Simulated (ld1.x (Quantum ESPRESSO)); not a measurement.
What one change does to a pseudopotential (Tc, TM)

ld1.x (Quantum ESPRESSO) 7.5 input, shortened:

```
&input
   title='Tc', zed=43., rel=2, dft='PBE', iswitch=3,
   config='[Kr] 4d4 5s0 5p0', rel_dist='average'
 /
 &inputp
   pseudotype=2, tm=.true., lloc=-1, rcloc=1.25,
   nlcc=.true., rcore=1.05
 /
3
5S  1  0   0.00   0.00  1.95  1.95  0.0
4P  2  1   6.00   0.00  1.45  1.45  0.0
4D  3  2   4.00   0.00  2.25  2.25  0.0
 &test
   configts(1)='4p6 4d4 5s0 5p0'
 /
```

Open shells are filled in proportion to 2j + 1 (rel_dist='average').

All-electron outer shells of the reference configuration (PBE, scalar-relativistic, ld1.x):

| shell | level (eV) | outermost node (bohr) | outermost maximum (bohr) |
| --- | --- | --- | --- |
| 4s | -103.67 | 0.50 | 0.95 |
| 4p | -75.38 | 0.50 | 1.01 |
| 4d | -35.15 | 0.50 | 1.24 |
| 5s | -27.76 | 1.25 | 2.37 |
| 5p | -21.38 | 1.39 | 2.76 |

Change: all radii but the core radius scaled by about 0.92 (s 1.80, p 1.34, d 2.08 bohr); local potential all-electron potential smoothed inside 1.16 bohr (lloc = -1).

Cutoffs: the cutoffs (Ry, on a coarse ladder) from which the occupation-weighted sum of valence levels, in a spherical-Bessel basis at the reference potential, stays within 10 and 1 mRy of its value at 400 Ry; they do not see the model core or the augmentation charge, which bear on the density cutoff. Errors are all-electron minus pseudo energies relative to the spin-unpolarised reference configuration.

Problem. How do hardness, ghosts and transferability respond?

Solution. The potential gets harder (60 Ry and 100 Ry → 70 Ry and 120 Ry); both files keep a bound ghost (s); of the 7 tests that both files solve, the error grows in 2 and shrinks in 1 by more than 15 % and 0.3 meV (median size 66.8 → 46.2 meV). A smaller radius makes the pseudo-wave follow the all-electron one further in, where it bends more sharply, so more plane waves are needed.

| quantity | base | changed |
| --- | --- | --- |
| cutoff, loose | 60 Ry | 70 Ry |
| cutoff, tight | 100 Ry | 120 Ry |
| loose cutoff by channel (10 mRy a level) | p 45 Ry, d 35 Ry | p 50 Ry, d 35 Ry |
| bound ghosts | s | s |
| error for 4p6 4d5 5s2 5p0, meV [ΔE -51.71 eV] | +108 | +106 |
| error for 4p6 4d5 5s1 5p0, meV [ΔE -43.55 eV] | +50 | +46 |
| error for 4p6 4d5 5s0 5p0, meV [ΔE -28.70 eV] | -5.9 | -9.0 |
| error for 4p5 4d5 5s2 5p0, meV [ΔE -0.15 eV] | -98 | -26 |
| error for 4p6 4d6 5s0 5p0, meV [ΔE -45.54 eV] | -22 | -28 |
| error for 4p6 4d4 5s2 5p1, meV [ΔE -45.11 eV] | +84 | +82 |
| error for 4p6 4d5 5s0 5p2, meV [ΔE -44.00 eV] | +67 | +64 |

 A true bound ghost makes a file unfit for plane-wave use even where its test errors are small: the radial tests pick states by their node count and pass the ghost by.
